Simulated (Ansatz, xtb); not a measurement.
C5H9B2N: which of two isomers lies lower

We compare a, `BN1C=CBC=C1C`, a singlet, with b, `BCBn1cccc1`, a singlet. Both are isolated molecules in the gas phase, relaxed with PBE-D3(BJ)/def2-SVP; the shapes shown needn't be the lowest conformers.

a (Å):

| atom | x (Å) | y (Å) | z (Å) |
| --- | --- | --- | --- |
| C | 1.5711 | -0.6405 | 0.7688 |
| C | 1.7039 | 0.5599 | 0.1335 |
| C | 0.0536 | -0.3845 | -1.5918 |
| C | -0.0038 | -1.5543 | -0.8689 |
| C | -0.8585 | -2.7180 | -1.2974 |
| B | 0.7441 | -2.8905 | 1.1277 |
| B | 0.9209 | 0.8006 | -1.1597 |
| N | 0.7539 | -1.6974 | 0.3200 |
| H | 0.0741 | -3.8450 | 0.8214 |
| H | 1.4341 | -2.8945 | 2.1229 |
| H | 2.0970 | -0.8953 | 1.7017 |
| H | 2.3821 | 1.2853 | 0.6108 |
| H | 0.9769 | 1.8388 | -1.7938 |
| H | -0.5705 | -0.3690 | -2.5006 |
| H | -1.6223 | -2.9813 | -0.5378 |
| H | -0.2605 | -3.6334 | -1.4827 |
| H | -1.3813 | -2.4529 | -2.2338 |

b (Å):

```yaml
atoms:
  - { symbol: C, position_ang: [2.2250, -2.8898, -0.1221] }
  - { symbol: C, position_ang: [-0.2815, -0.7424, 2.0667] }
  - { symbol: C, position_ang: [-1.5755, -1.0978, 2.3693] }
  - { symbol: C, position_ang: [-1.8318, -2.3665, 1.7297] }
  - { symbol: C, position_ang: [-0.6829, -2.7341, 1.0674] }
  - { symbol: B, position_ang: [1.7448, -2.4809, -1.5439] }
  - { symbol: B, position_ang: [1.6353, -1.7146, 0.7554] }
  - { symbol: N, position_ang: [0.2894, -1.7411, 1.2620] }
  - { symbol: H, position_ang: [0.7647, -3.0038, -2.0444] }
  - { symbol: H, position_ang: [2.2965, -1.5820, -2.1539] }
  - { symbol: H, position_ang: [1.8411, -3.8754, 0.2059] }
  - { symbol: H, position_ang: [3.3282, -2.8168, -0.0324] }
  - { symbol: H, position_ang: [2.2791, -0.7155, 1.0067] }
  - { symbol: H, position_ang: [0.3104, 0.1363, 2.3427] }
  - { symbol: H, position_ang: [-2.2771, -0.5195, 2.9814] }
  - { symbol: H, position_ang: [-2.7672, -2.9372, 1.7596] }
  - { symbol: H, position_ang: [-0.4619, -3.6159, 0.4581] }
```

Task: Which of the two would you expect CCSD(T)/def2-SVP + ΔMP2/def2-TZVPP electronic energies to favour?

Result: Structure a; the calculation gives E(b) − E(a) = +10.2 kcal/mol.

The same difference at several levels:

| level | geometry | E(b) − E(a) (kcal/mol) | departure from the last row (kcal/mol) | job, with rough time for the two |
| --- | --- | --- | --- | --- |
| GFN2-xTB | GFN2-xTB | +4.2 | −6.1 | optimisation, 0.2 s |
| HF/STO-3G | GFN2-xTB | +11.9 | +1.6 | single point, 0.46 s |
| r2SCAN-D4/def2-SVP | GFN2-xTB | +10.9 | +0.6 | single point, 4.7 s |
| PBE-D3(BJ)/def2-SVP | PBE-D3(BJ)/def2-SVP | +10.4 | +0.2 | optimisation, 29 s |
| HF/def2-SVP | PBE-D3(BJ)/def2-SVP | +10.9 | +0.6 | part of the CCSD(T) run |
| MP2/def2-SVP | PBE-D3(BJ)/def2-SVP | +9.5 | −0.7 | part of the CCSD(T) run |
| CCSD(T)/def2-SVP | PBE-D3(BJ)/def2-SVP | +11.0 | +0.8 | single point |
| CCSD(T)/def2-SVP + ΔMP2/def2-TZVPP | PBE-D3(BJ)/def2-SVP | +10.2 |  | single point, 2.7 min |

As drawn, b has 2 C∷N, 3 C∷C in place of 2 C–N, 2 C=C, 1 C–C (∷ is an aromatic bond). Structure a has a 6-membered ring, b a 5-membered ring (with an aromatic ring).

The levels shown agree on the order. The largest departure from CCSD(T)/def2-SVP + ΔMP2/def2-TZVPP is that of GFN2-xTB, 6.1 kcal/mol. The last row adds to CCSD(T) the change of the MP2 difference between the two basis sets, here −0.8 kcal/mol.

With thermal terms from frequencies at re-optimised GFN2-xTB minima (ideal gas, soft modes damped towards free rotors, one conformer each, 298.15 K, 1 atm): on the last row, ΔE + ΔZPE = +9.1, ΔH = +9.4, ΔG = +8.4 kcal/mol.

The correlated steps freeze 8 core orbitals. Codes used: Ansatz 0.2.0, xtb 6.7.1; the last row on 4 threads of Arm Neoverse V1 on a shared host.
